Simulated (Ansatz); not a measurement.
In4O10H8, a hydroxylated oxide cluster, 22 atoms. Hardware: 4 threads of Intel Xeon 6975P-C on a shared host.

In the def2 sets In takes a core potential; there is no spin–orbit coupling. Correlated methods freeze 26 core orbitals; core or outer-core shells of In are correlated, in sets that lack core-valence functions.

(1) How many basis functions does each of these Ansatz runs have, and roughly what does it cost? PBE-D4/def2-SVP, charge -1 doublet at the geometry of the charge 0 singlet, energy, from earlier orbitals; PBE0-D4/def2-SVP, charge -1 doublet at the geometry of the charge 0 singlet, energy; PBE0-D4/def2-SVP, charge 0 triplet at the geometry of the charge 0 singlet, energy; PBE-D4/def2-SVP, charge 0 singlet, energy, from earlier orbitals; PBE-D4/def2-SVP, charge 0 triplet at the geometry of the charge 0 singlet, energy, from earlier orbitals; PBE-D4/def2-SVP, charge 0 singlet, relaxation, 12 steps; PBE0-D4/def2-SVP, charge 1 doublet at the geometry of the charge 0 singlet, energy; PBE-D4/def2-SVP, charge 1 doublet at the geometry of the charge 0 singlet, energy, from earlier orbitals; r2SCAN-D4/def2-SVP, charge 0 singlet, energy and forces, from earlier orbitals; PBE0-D4/def2-SVP, charge 0 singlet, energy, from earlier orbitals; RPA@PBE/def2-SVP, charge 0 singlet, energy, from earlier orbitals; HF/STO-3G, charge 0 singlet, energy.

Answers

(1) Other jobs shared the machine, so times can vary by a factor of up to 3.

```
                                                                                                      run  functions  fitting or Cholesky vectors  wall time  peak host memory (GiB)
                                         PBE-D4/def2-SVP, charge 0 singlet, energy, from earlier orbitals        284                         3158      3.8 s                    0.69
                                                                      HF/STO-3G, charge 0 singlet, energy        166                         2361        6 s                     1.2
PBE-D4/def2-SVP, charge -1 doublet at the geometry of the charge 0 singlet, energy, from earlier orbitals        284                         3158      7.5 s                    0.81
                                        PBE0-D4/def2-SVP, charge 0 singlet, energy, from earlier orbitals        284                         3054        8 s                     1.5
                           r2SCAN-D4/def2-SVP, charge 0 singlet, energy and forces, from earlier orbitals        284                         3158      8.5 s                    0.77
 PBE-D4/def2-SVP, charge 1 doublet at the geometry of the charge 0 singlet, energy, from earlier orbitals        284                         3158       10 s                    0.81
 PBE-D4/def2-SVP, charge 0 triplet at the geometry of the charge 0 singlet, energy, from earlier orbitals        284                         3158       13 s                    0.82
                      PBE0-D4/def2-SVP, charge -1 doublet at the geometry of the charge 0 singlet, energy        284                         3054       15 s                     2.4
                                        RPA@PBE/def2-SVP, charge 0 singlet, energy, from earlier orbitals        284                         3054       16 s                     1.5
                       PBE0-D4/def2-SVP, charge 1 doublet at the geometry of the charge 0 singlet, energy        284                         3054       34 s                     2.3
                       PBE0-D4/def2-SVP, charge 0 triplet at the geometry of the charge 0 singlet, energy        284                         3054       35 s                     2.4
                                                  PBE-D4/def2-SVP, charge 0 singlet, relaxation, 12 steps        284                         3158       40 s                    0.69
```
